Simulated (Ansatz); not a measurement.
Input and output for CH3GaOS (`[OH][Ga]1[CH2][S]1`).

```yaml
crystal:
  periodic: [false, false, false]
  atoms:
    - {symbol: O, position_ang: [-1.927479, 0.829639, -1.124026]}
    - {symbol: Ga, position_ang: [-0.592746, 0.014532, -0.318291]}
    - {symbol: C, position_ang: [1.061533, -0.317186, 0.603145]}
    - {symbol: S, position_ang: [0.106790, -1.939357, 0.276713]}
    - {symbol: H, position_ang: [-1.816780, 1.782534, -1.172669]}
    - {symbol: H, position_ang: [2.008505, -0.275106, 0.073946]}
    - {symbol: H, position_ang: [1.160185, -0.095056, 1.661182]}
basis:
  gaussian: {orbitals: cc-pVTZ-DK, point_charges: [{charge: 1.00, position_ang: [6.113, -0.184, -0.163]}]}
hamiltonian: {xc: {name: r2SCAN}, dispersion: d3bj, pseudopotentials: {relativity: none}}
output: {forces: true}
```

```sh
$ ansatz run in.yaml --threads 2 --pin off --events-out ev --progress --plain --max-ram 32768MiB --backend cpu
```

Shortened log:

```
Warning: the engine holds no damping parameters fitted to this dispersion correction and functional, so the run takes those fitted to r2scan beside the three-body term, which d3bj leaves out (hamiltonian.dispersion, under Limitations)
Functional definition: r2SCAN
1152 factors; their error is unknown
mean field evaluation 1: about -66027.1870 eV, gradient 8.6e1 eV
mean field evaluation 2: about -65980.5338 eV, gradient 1.6e2 eV
mean field evaluation 4: about -66040.7036 eV, gradient 1.9e1 eV
mean field evaluation 8: about -66041.5491 eV, gradient 1.4e-1 eV
mean field evaluation 16: about -66041.5139 eV, gradient 2.8e-3 eV
mean field -66041.51390856 eV, -2426.9808715936 hartree, gradient 1.2e-5 eV, S^2 0.000000; 0 other end points of the search recorded, 0 dependent functions left out
reference -66041.51392134 eV, -2426.9808720635 hartree; 32, 32 occupied and 147, 147 virtual orbitals, 1152 factors
WARN: the results are in doubt because the basis set is contracted for relativity, which is off
Total energy: -66041.55007062 eV, -2426.9822005250 hartree
Atom 0 at    -1.927479     0.829639    -1.124026 Å, force    -0.136097    -0.199384    -0.084048 eV/Å
Atom 1 at    -0.592746     0.014532    -0.318291 Å, force     0.483222     0.027926     0.310696 eV/Å
Atom 2 at     1.061533    -0.317186     0.603145 Å, force    -0.238468     0.279848    -0.078545 eV/Å
Atom 3 at     0.106790    -1.939357     0.276713 Å, force    -0.252270     0.074618    -0.195021 eV/Å
Atom 4 at    -1.816780     1.782534    -1.172669 Å, force     0.017152    -0.064271     0.037328 eV/Å
Atom 5 at     2.008505    -0.275106     0.073946 Å, force     0.084700    -0.038180     0.011229 eV/Å
Atom 6 at     1.160185    -0.095056     1.661182 Å, force     0.060201    -0.049164    -0.011376 eV/Å
Dipole moment:    -0.151906     0.702910    -0.048239 e Å
In doubt: the basis set is contracted for relativity, which is off
```

It took 5.5 s on 2 threads of an AMD EPYC 7R13 on a shared host, with 0.95 GiB of host memory at the peak.
